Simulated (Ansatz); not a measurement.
One change: `N[SiH2]C1O[SiH2]1` becomes `[TeH]C1O[SiH2]1`.

Ansatz, PBE0-D4/def2-TZVP geometries, multiplicity 1. Each molecule was computed in one conformer, which needn't be the lowest.

Elements past krypton have def2 core potentials.

```tsv
property	`N[SiH2]C1O[SiH2]1`
LUMO energy (PBE/def2-TZVPP) / eV	-1.38
HOMO energy (B3LYP/def2-TZVPP) / eV	-6.82
HOMO–LUMO gap (PBE0/def2-TZVPP) / eV	6.49
HOMO energy (ωB97M-V/def2-TZVPP) / eV	-9.31
HOMO–LUMO gap (ωB97M-V/def2-TZVPP) / eV	10.49
HOMO energy (PBE0/def2-TZVPP) / eV	-7.04
```

(1) Give the same properties after the change, and the shifts. (Estimate.)

Results:

(1) The calculation gave: 
| property | `[TeH]C1O[SiH2]1` | shift |
| --- | --- | --- |
| LUMO energy (PBE/def2-TZVPP) / eV | -2.01 | -0.63 |
| HOMO energy (B3LYP/def2-TZVPP) / eV | -6.06 | 0.76 |
| HOMO–LUMO gap (PBE0/def2-TZVPP) / eV | 5.07 | -1.42 |
| HOMO energy (ωB97M-V/def2-TZVPP) / eV | -8.37 | 0.94 |
| HOMO–LUMO gap (ωB97M-V/def2-TZVPP) / eV | 8.95 | -1.54 |
| HOMO energy (PBE0/def2-TZVPP) / eV | -6.27 | 0.77 |

With PBE0 the HOMO rises by 0.77 eV and the LUMO falls by 0.65 eV, so the gap narrows by about 1.42 eV. PBE moves the HOMO by 0.46 eV and ωB97M-V by 0.94 eV.

B3LYP here is the variant with VWN-RPA as its local correlation; programs differ in this.

Spin–orbit coupling is left out; it splits and shifts lone-pair levels of the heavy atoms by tenths of an eV.
